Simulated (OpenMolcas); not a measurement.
**CH5Ge (SMILES [CH3][GeH2]): methods side by side**

CH5Ge has 7 atoms, charge 0, and is taken as a doublet. SMILES: `[CH3][GeH2]`. The shape is that of a PBE0-D4/def2-TZVP optimisation.

```
atom    x (Å)    y (Å)    z (Å)
   C  -0.2476  -0.8093  -0.2064
  Ge   0.3960   0.8248   0.6630
   H  -1.1532  -1.1664   0.2838
   H   0.5131  -1.5881  -0.1570
   H  -0.4732  -0.6034  -1.2556
   H  -0.6731   1.9408   0.6212
   H   1.6992   1.3337   0.0053
```

Quantity: the vertical energy of the quartet above the doublet, in eV. The values are calculated.

| level | kind | program | value (eV) |
| --- | --- | --- | --- |
| UHF/def2-TZVP | Hartree–Fock | OpenMolcas | 8.27 |
| U-revPBE/def2-TZVP | GGA | OpenMolcas | 7.50 |
| UBLYP/def2-TZVP | GGA | OpenMolcas | 7.51 |
| UPBE/def2-TZVP | GGA | OpenMolcas | 7.50 |
| UM06-L/def2-TZVP | meta-GGA | OpenMolcas | 8.00 |
| UTPSS/def2-TZVP | meta-GGA | OpenMolcas | 7.60 |
| UB3LYP/def2-TZVP | global hybrid | OpenMolcas | 7.72 |
| UM06-2X/def2-TZVP | hybrid meta-GGA | OpenMolcas | 7.94 |

All-electron rows without a relativistic Hamiltonian named are non-relativistic. The values span 7.50 to 8.27 eV.
